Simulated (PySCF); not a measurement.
Calculation: B3LYP-D3(BJ)/def2-TZVP // PBE0-D4/def2-TZVP in PySCF 2.14.0. Isolated molecules, 0 K electronic values unless said otherwise. One relaxed conformer stands for a flexible species; it need not be the lowest. B3LYP has the VWN-RPA correlation part, as in Gaussian. 

Reference species (SMILES): `Br[SiH2]` (neutral, multiplicity 2).

The highest occupied spin orbital is -6.24 eV.

Changed species: `O[SiH2][S]` (H–O–Si–S torsion 49°) (radical fragment; the reference has radical fragment).

Problem. What does the change do to the highest occupied spin orbital?

Solution. the highest occupied spin orbital falls by 1.11 eV, to -7.35 eV.
